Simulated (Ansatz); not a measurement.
The cluster Sr₃S₄⁻, relaxed as a doublet with UKS PBE-D4/def2-SVPD in Ansatz, starting from the GFN1-xTB geometry. Force threshold 0.02 eV/Å.

In the def2 sets Sr takes a core potential; there is no spin–orbit coupling. The relaxation made no stability test and no search for a lower SCF solution. The structure comes from a short search, and lower isomers may exist.

Start:

Cartesian coordinates in Å:
```
Sr 1.4781 -0.3271 0.1915
Sr -1.2094 -0.6354 -2.2635
Sr -1.2585 0.7321 2.4002
S 0.5912 1.3714 -1.8669
S -1.0590 1.2345 -0.2424
S 1.1957 0.0127 2.8199
S 0.2618 -2.3881 -1.0389
```

```
         step  energy (eV)  largest force component (eV/Å)  SCF passes
            1  -45827.0262                           0.878          24
            2  -45827.2956                           0.516          28
            3  -45827.3480                           0.242          27
            4  -45827.3717                           0.405          27
            5  -45827.4481                           0.365          28
            6  -45827.5884                           0.226          33
            7  -45827.6122                           0.638          36
            8  -45827.6768                           0.405          35
            9  -45827.7413                           0.479          33
           10  -45827.8002                           0.361          34
           11  -45827.8843                           0.366          28
           12  -45827.9380                           0.365          28
           13  -45827.9572                           0.166          26
           14  -45827.9652                           0.052          23
15 (rejected)  -45827.9651                           0.083          22
           16  -45827.9665                           0.012          21
```

Force components are those of the run's own axes.

End:

```xyz
7

Sr    1.173   -0.251    0.232
Sr   -1.199   -0.190   -2.338
Sr   -1.252    0.976    2.885
S     1.370    0.796   -2.457
S    -1.817    0.661    0.273
S     1.293    0.309    3.068
S     0.433   -2.301   -1.663
```

Bonds lost: S4–S5 (atoms count from 1). The end is the same structure that another start reached.

No frequencies were taken in this run, so the end may be a saddle point.

Run time 69 s (4 threads of AMD EPYC 7B13 on a shared host).
